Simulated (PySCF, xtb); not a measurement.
H2OSi, SMILES [SiH2]=O.

GFN2-xTB in xtb at its own geometry gives an orbital gap of 4.76 eV and a dipole moment of 3.77 D.

The structure is a stationary point at ωB97X-D3(BJ)/def2-TZVP.

Q: What does PBE0/def2-TZVPD (PySCF) give? (An estimate is asked for; the answer gives what the named calculation found.)

A: gap 6.02 eV (levels -8.32 and -2.31 eV), dipole 3.77 D.
